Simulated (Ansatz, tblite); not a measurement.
Removing and adding an electron: Si28H34, a nanocrystal cut from hexagonal silicon. Total charge 0; singlet. Geometry: r2SCAN-D4/def2-SVP. Ansatz, gas phase; energy differences of separate SCF runs; the oxidised species was run as a doublet alone; the reduced species was run as a doublet alone.

```xyz
62

Si   -2.979   -0.302   -4.221
Si   -2.555    1.985   -3.885
Si    1.204    1.306   -4.385
Si   -0.420    2.237   -2.938
Si   -2.961   -1.388   -2.138
Si   -4.605   -0.431   -0.730
Si    0.796   -2.095   -2.625
Si    2.332   -0.444   -3.295
Si   -0.825   -1.144   -1.190
Si   -0.386    1.143   -0.859
Si   -3.586    0.484    1.181
Si   -2.022    2.120    0.545
Si    3.383    0.425   -1.377
Si    1.765    1.379    0.060
Si    2.204    3.667    0.351
Si   -0.976    3.029    2.445
Si    0.574    4.655    1.752
Si    1.944   -3.815   -1.504
Si   -0.794   -2.188    0.915
Si   -2.431   -1.219    2.326
Si    2.977   -2.928    0.416
Si    4.532   -1.294   -0.255
Si    1.356   -1.970    1.847
Si    1.777    0.323    2.160
Si   -1.399   -0.349    4.253
Si    0.143    1.294    3.574
Si    1.377   -3.027    3.943
Si   -0.257   -2.077    5.367
H    -4.304   -0.492   -4.896
H    -1.914   -0.874   -5.107
H    -2.635    2.725   -5.186
H    -3.595    2.545   -2.962
H     0.544    0.799   -5.631
H     2.185    2.368   -4.780
H    -0.123    3.692   -2.720
H    -3.244   -2.853   -2.309
H    -5.355    0.634   -1.472
H    -5.585   -1.489   -0.323
H     0.105   -2.652   -3.837
H     3.365   -1.056   -4.198
H    -4.609    1.093    2.096
H    -2.713    3.216   -0.215
H     4.348    1.499   -1.793
H     2.218    4.349   -0.983
H     3.562    3.825    0.965
H    -2.012    3.627    3.352
H    -0.139    5.744    1.010
H     1.241    5.264    2.948
H     2.985   -4.399   -2.411
H     0.990   -4.903   -1.116
H    -1.105   -3.647    0.748
H    -3.402   -2.293    2.723
H     3.688   -4.025    1.155
H     5.547   -1.907   -1.172
H     5.245   -0.741    0.941
H     3.126    0.487    2.800
H    -2.435    0.272    5.144
H     0.840    1.854    4.780
H     1.106   -4.490    3.766
H     2.735   -2.878    4.560
H    -1.232   -3.134    5.789
H     0.403   -1.533    6.598
```

The xTB rows come from tblite. B3LYP takes the VWN-RPA correlation. Single mean-field runs in def2-SVP are fitted with def2-universal-jkfit. HOMO above LUMO, or a gap near zero within one spin, warns that the state may not be the lowest or that an electron is smeared out.

(1) Estimate orbital energies and vertical ionisation energies and electron affinities at: GFN1-xTB; GFN2-xTB; PBE-D4/def2-SVP; B3LYP-D4/def2-SVP; PBE0-D4/def2-SVP.

Results:

(1) 
```
            level  −HOMO (eV)  vertical IE (eV)  −LUMO (eV)  vertical EA (eV)  HOMO–LUMO gap (eV)  IE − EA (eV)                                                                                                               remarks
         GFN1-xTB       11.22             12.32        8.76              7.53                2.46          4.79                                                                                                                     –
         GFN2-xTB        8.68              9.89        5.99              4.72                2.69          5.17                                                                                                                     –
  PBE-D4/def2-SVP        5.87              7.29        2.32              1.13                3.54          6.16  HOMO above zero (-1 doublet), gap within one spin near zero (+1 doublet), gap within one spin near zero (-1 doublet)
B3LYP-D4/def2-SVP        6.60              7.73        1.69              0.85                4.91          6.87                                                                                          HOMO above zero (-1 doublet)
 PBE0-D4/def2-SVP        6.80              7.78        1.69              0.91                5.10          6.87                                                                                          HOMO above zero (-1 doublet)
```

   A HOMO above zero means that the electron is unbound at that level or that self-interaction error raises the level; the energy of removing that electron tells which. Raw xTB energy differences between charge states are shifted by several eV; the methods need an empirical correction for them. Sets without diffuse functions give affinities that are too small.
